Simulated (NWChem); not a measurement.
System: CH3Cl2FSi; SMILES FC[SiH](Cl)Cl

```xyz
8

F     -2.1510    -0.7430     0.0000
C     -1.7158     0.5788     0.0000
Si     0.1809     0.6428     0.0000
Cl     0.9026    -0.2941     1.6920
Cl     0.9026    -0.2941    -1.6920
H     -2.1158     1.0869    -0.8885
H     -2.1158     1.0869     0.8885
H      0.6657     2.0414     0.0000
```
Atoms are numbered in this order, from 1.

Results from NWChem. Pople sets run with spherical d functions. Medium grid unless said otherwise, to which SCAN and Minnesota functionals are sensitive. All runs use the structure optimised with B3LYP/6-31G* (spherical d).

### Question
Order these by “orbital gap (eV)”, lowest first: MN15/6-31G*; SCAN/6-31G*; TPSSh/6-31G*; RPBE/6-31G*; B3LYP/6-31G*.

### Answer
RPBE/6-31G* (6.10), SCAN/6-31G* (6.71), TPSSh/6-31G* (7.37), B3LYP/6-31G* (8.07), MN15/6-31G* (9.85)
